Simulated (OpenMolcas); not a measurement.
## Pt2+ in LiF: curves along the breathing mode

Pt2+ with its 6 nearest fluoride ions, on the Li site of LiF (a = 4.028 Å, distance in the model lattice 2.014 Å). The rest of the host is ab initio model potentials to 7.6 Å and point charges beyond; the distance is set by hand and nothing relaxes, and no local charge compensation is placed. Ligand basis ANO-RCC-VDZP.

| Property | Result |
| --- | --- |
| Program | OpenMolcas 26.06 |
| Method | SS-CASPT2, IPEA 0.25 Eh, imaginary shift 0.1 Eh (closed shells correlated: 5s 5p and the ligand valence shells) |
| Basis | ANO-RCC-VDZP [7s6p4d2f] |
| Scalar Hamiltonian | DKH2, point nucleus |
| Active space | 8 electrons in 5 orbitals (5d) |
| State averaging | 2S+1 = 3 even, 10 roots; 2S+1 = 1 even, 15 roots |
| Spin-orbit coupling | state interaction with AMFI integrals over the reference wave functions |

Spin-free energies (labels of O, the rotations of Oh) in cm-1 above the lowest fitted minimum, as all ligands move together:

```json
{"R (Å)": "1.939", "3A2": "8990", "1E": "17570", "1A1": "27000", "3T2": "42940", "3T1": "49790", "1T2": "51500", "1T1": "54650"}
{"R (Å)": "1.985", "3A2": "2580", "1E": "11120", "1A1": "20500", "3T2": "33550", "3T1": "40350", "1T2": "42130", "1T1": "45300"}
{"R (Å)": "2.031", "3A2": "100", "1E": "8570", "1A1": "17880", "3T2": "28390", "3T1": "35200", "1T2": "37020", "1T1": "40190"}
{"R (Å)": "2.076", "3A2": "980", "1E": "9370", "1A1": "18580", "3T2": "27040", "3T1": "33760", "1T2": "35480", "1T1": "38890"}
{"R (Å)": "2.122", "3A2": "4880", "1E": "13170", "1A1": "22260", "3T2": "28940", "3T1": "35580", "1T2": "37480", "1T1": "40790"}
{"R (Å)": "2.168", "3A2": "11550", "1E": "19750", "1A1": "28670", "3T2": "33800", "3T1": "40410", "1T2": "42360", "1T1": "45680"}
{"R (Å)": "2.213", "3A2": "20590", "1E": "28590", "1A1": "37430", "3T2": "41260", "3T1": "47900", "1T2": "49860", "1T1": "53230"}
```

Cubic fits give the following; the wavenumber is harmonic, with the mass of all moving ligands, small differences in it between states hang on the degree of the fit, a number in brackets counts states of one label, and the table is a selection of at most 14 states with clean curves.

```csv
State,R0 (Å),Breathing mode (cm-1),Minimum (cm-1)
3A2,2.041,686,0
1E,2.042,684,8460
1A1,2.044,680,17740
3T2,2.072,693,26990
3T1,2.073,692,33700
1T2,2.073,694,35520
1T1,2.072,693,38810
3T1(2),2.099,700,54890
1E(2),2.098,701,63170
1T2(2),2.098,701,63280
1A1(2),2.096,700,77110
```

The minimum of 3T2 is shifted by +0.0307 Å against 3A2 (from the unrounded fits). With M = 114.0 u for the moving shell, the Huang-Rhys factor in this mode is S = M ω ΔR² / 2ħ = 0.01483 × 114.0 × 686 × 0.0307² = 1.09. Only the first shell moves, against a rigid host.

Roots that are degenerate in the reference are averaged as groups; the widest CASPT2 spread within a group is 240 cm-1 (the 3-fold group of multiplicity 3 near 20700 cm-1 above the lowest state of its run, R = 2.213). Shifts and gaps below about the spread of the groups concerned are not significant. Over all roots computed the reference weight is 0.73 to 0.74 in R = 1.939, 0.73 to 0.74 in R = 1.985, 0.73 to 0.74 in R = 2.031, 0.73 to 0.74 in R = 2.076, 0.73 to 0.74 in R = 2.122, 0.73 to 0.74 in R = 2.168, 0.73 to 0.74 in R = 2.213; a low but even weight reflects the number of correlated electrons. Real 4d8 and 5d8 ions are as a rule square planar and diamagnetic. Ligand-to-metal charge-transfer states are missing. With no ligand orbital active B as a rule stays too high, so bands that hang on it stand too high and its fall with covalency is understated. With one d shell and no ligand orbital active, 10Dq can be off by a tenth or more. The least metal-like active orbital is 80 % on the metal (Löwdin) and no ligand orbital is active, so the numbers are rough (holds for R = 1.939). The least metal-like active orbital is 81 % on the metal (Löwdin) and no ligand orbital is active, so the numbers are rough (holds for R = 1.985). The least metal-like active orbital is 82 % on the metal (Löwdin) and no ligand orbital is active, so the numbers are rough (holds for R = 2.031; R = 2.076). The least metal-like active orbital is 83 % on the metal (Löwdin) and no ligand orbital is active, so the numbers are rough (holds for R = 2.122). The least metal-like active orbital is 84 % on the metal (Löwdin) and no ligand orbital is active, so the numbers are rough (holds for R = 2.168; R = 2.213). No measured value stands beside these numbers.
